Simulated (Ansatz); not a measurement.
Reaction (redistribution): `[F][GeH]([F])[Cl]` + `F[SiH](F)S` → `[F][GeH]([SH])[Cl]` + `F[SiH](F)F`

Isolated molecules relaxed with PBE0-D4/def2-TZVP in Ansatz; ΔE leaves out vibrations. CCSD(T)/CBS adds triple-zeta CCSD(T) − MP2 to the extrapolated MP2 energy (def2 sets, frozen cores). DFT in def2-TZVPP. B3LYP here is the variant with VWN-RPA as its local correlation; programs differ in this. For Ge outer-core shells are correlated without core-valence functions, which leaves a few kJ/mol of doubt a bond. Scalar relativity is left out up to krypton. One conformer a species, not always the lowest.

| level | ΔE (kcal/mol) |
| --- | --- |
| B97M-V | -18.5 |
| B3LYP-D4 | -19.5 |
| r2SCAN0-D4 | -19.7 |
| r2SCAN0 | -19.7 |
| LC-ωPBE | -17.6 |
| HF/def2-SVP | -16.9 |
| CCSD(T)/def2-SVP | -15.9 |
| MP2/CBS(def2) | -20.9 |

Problem. What does CCSD(T)/CBS give? (Estimate.)

Solution. The calculation gave: -20.5 kcal/mol. The listed levels differ from it by 2.0, 1.0, 0.8, 0.8, 2.9, 3.6, 4.6, -0.4 kcal/mol.

Largest T1 diagnostic among the species: 0.012.

From r2SCAN to r2SCAN0 (25 % exact exchange), in def2-TZVPP and without D4, ΔE moves by −0.8 kcal/mol. At CCSD(T), def2-SVP lies +4.6 kcal/mol from the extrapolated value and def2-TZVPP +0.6 kcal/mol. Leaving LDA and LC-ωPBE aside and taking each functional with its dispersion term where it has one, the values, not all of them listed here, spread over 3.2 kcal/mol, from BHLYP-D4 to revPBE-D4. LDA lies −1.2 kcal/mol from PBE without D4.
